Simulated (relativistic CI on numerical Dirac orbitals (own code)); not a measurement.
**What each ingredient does to the levels of Pt XXXII**

Base calculation: Dirac-Coulomb-Breit CI, KLI orbitals optimised for each configuration, model QED (radiative potential, 1s self-energy scaled to tabulated hydrogen-like ionisation energies), unscaled Slater integrals.

Configuration list (outside the closed core [Ar] 3d10): 4s²4p⁶4d¹⁰4f, 4s²4p⁶4d⁹4f², 4s²4p⁶4d¹⁰5s, 4s²4p⁶4d¹⁰5p, 4s²4p⁵4d¹⁰4f², 4s²4p⁶4d¹⁰5d, 4s4p⁶4d¹⁰4f², 4s²4p⁶4d⁹4f5s, 4s²4p⁶4d¹⁰5f, 4s²4p⁶4d⁹4f5p, 4s²4p⁶4d¹⁰5g, 4s²4p⁶4d¹⁰6s, 4s²4p⁶4d¹⁰6p, 4s²4p⁶4d¹⁰6d, 4s²4p⁵4d¹⁰4f5s, 4s²4p⁶4d¹⁰6f, 4s²4p⁶4d⁹4f5f, 4s²4p⁶4d¹⁰7s, 4s4p⁶4d¹⁰5s², 4s²4p⁶4d¹⁰7d, 4s²4p⁶4d⁹4f6p. Double excitations out of closed p, d and f shells are left out; levels of such configurations are missing from the list, as are those of other unlisted configurations, and high levels can miss mixing partners.

Variants: (1) QED terms removed. Shifts of the energy above 4s²4p⁶4d¹⁰4f ²F°5/2, in cm⁻¹, for the lowest level and the first level of each name with at least 55 % of one term (blank where a level changes its place among those of its configuration and J or its character, or is not in the variant):

```tsv
Level	Base	Δ(1)
4s²4p⁶4d¹⁰4f ²F°5/2	0	0
4s²4p⁶4d¹⁰4f ²F°7/2	42668	-159
4s²4p⁶4d¹⁰5s ²S1/2	1589137	-4878
4s²4p⁶4d⁹4f² ⁴F3/2	1704180	+249
4s²4p⁶4d⁹4f² ⁴F5/2	1709139	+256
4s²4p⁶4d⁹4f² ⁴K15/2	1774909	+122
4s²4p⁶4d⁹4f² ⁴K17/2	1793026	+46
4s²4p⁶4d⁹4f² ⁴H13/2	1793883	+115
4s²4p⁶4d⁹4f² ²D3/2	1816069	+128
4s²4p⁶4d⁹4f² ²L17/2	1835769	+47
4s²4p⁶4d⁹4f² ²I13/2	1837072	-9
4s²4p⁶4d⁹4f² ⁴I15/2	1839948	+12
4s²4p⁶4d⁹4f² ²K15/2	1897905	+53
```

At this charge energies of transitions that change n are usually good to better than 1 %, and those within a shell (Δn = 0) to a few per cent.

Ionisation energy from the two ground configurations alone: base 1127.23 eV. The NIST ASD value (theoretical) is 1140 eV.

LS names give the leading component of a level, which can be under half, so a name can repeat, a term be missing and a line seem to break the LS rules.
